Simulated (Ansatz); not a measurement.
The first iterations of a band of Cl2H2Sn + H2O (8 atoms, charge 0, multiplicity 1).

Computed with Ansatz 0.2.0, RKS PBE0-D4/def2-SVP.

```json
{
 "movable images": "5",
 "climbing image": "yes",
 "spring": "5.0 eV/Å²",
 "optimiser": "quadratic models (default)",
 "start path": "through a guess of the saddle point",
 "force threshold": "0.5 eV/Å",
 "iteration limit": "60",
 "end points": "relaxed"
}
```

First end point:

```xyz
8
Properties=species:S:1:pos:R:3
Sn -0.102 0.205 0.135
H 0.009 0.709 1.752
Cl 1.991 -0.157 -0.928
H -0.793 1.359 -0.929
Cl -1.564 -1.633 -0.222
O 1.000 -1.843 1.410
H 1.776 -1.957 0.843
H 0.381 -2.531 1.126
```

Last end point:

```xyz
8
Properties=species:S:1:pos:R:3
Sn -0.132 -0.473 -0.789
H 1.248 -0.247 3.707
Cl 1.901 -0.027 -1.848
H -1.023 0.933 -0.466
Cl -1.285 -1.950 -2.184
O 0.237 -1.387 0.911
H 0.773 -2.184 0.810
H 0.977 -0.515 3.046
```

| iteration | highest image above the first end (eV) | largest band force component (eV/Å) |
| --- | --- | --- |
| 1 | 16.178 | 62.101 |
| 2 | 4.989 | 33.470 |
| 3 | 1.903 | 10.558 |
| 4 | 1.876 | 6.318 |
| 5 | 1.794 | 1.631 |

Question: Does the band converge within its limit, and where does its top end?

Answer: It converged. It ended after 15 iterations with the highest image 1.755 eV above the first end. The threshold of 0.5 eV/Å is loose, so the images may lie well off the minimum-energy path. Neighbouring images differ by up to 1.5 eV, so the band resolves the path poorly. The order of the stationary point at the top wasn't checked. The orbitals stay closed-shell, which can raise the energy where a bond breaks towards radicals; this wasn't checked here.

Run time: 2.9 min on 2 threads of Arm Neoverse V2, on a shared host, peak memory 0.23 GiB.
